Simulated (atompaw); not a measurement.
**What one change does to a pseudopotential (magnesium (Mg), PAW (atompaw))**

atompaw 4.2.0.5 input, output lines left out:

```
Mg 12
GGA-PBE scalarrelativistic loggrid 1500 logderivrange -3 5 201
3 3 0 0 0 0
3 0 1
3 1 0
0 0 0
c
c
v
c
v
1
2.65 2.05 2.55 2.25
y
3.6
n
y
1.2
n
custom rrkj vanderbiltortho sinc
2 1 troulliermartins
2.65
2.65
1.95
2.65
```

All-electron outer shells of the reference configuration (PBE, scalar-relativistic, ld1.x):

```json
{"shell": "3s", "level (eV)": "-11.38", "outermost node (bohr)": "0.89", "outermost maximum (bohr)": "2.35"}
{"shell": "3p", "level (eV)": "-7.05", "outermost node (bohr)": "0.94", "outermost maximum (bohr)": "2.90"}
```

Change: wave 3p (bound): rc 1.95 bohr becomes 3p (bound): rc 2.30 bohr.

Cutoffs: the cutoffs (Ry, on a coarse ladder) from which the occupation-weighted sum of valence levels, in a spherical-Bessel basis at the reference potential, stays within 10 and 1 mRy of its value at 400 Ry; they do not see the model core or the augmentation charge, which bear on the density cutoff.

Task: What does the change do?

Result: Both files are so soft that the ladder of cutoffs tells neither apart; a bound ghost appears in p, which as a rule spoils a file.

```tsv
quantity	base	changed
cutoff, loose	6 Ry	6 Ry
cutoff, tight	6 Ry	6 Ry
bound ghosts	none	p
s: phases at 2.67 bohr within 0.05 rad from the reference energy up to (Ry; the scan ends near 5)	to the end of the scan	to the end of the scan
p: phases at 2.67 bohr within 0.05 rad from the reference energy up to (Ry; the scan ends near 5)	3.6	3.7
lowest overlap eigenvalue by channel	s 0.03, p 0.45	s 0.03, p 0.63
```

 A true bound ghost makes a file unfit for plane-wave use even where its test errors are small: the radial tests pick states by their node count and pass the ghost by. The cutoffs see the waves, projectors and local potential, not the compensation charge or the core.
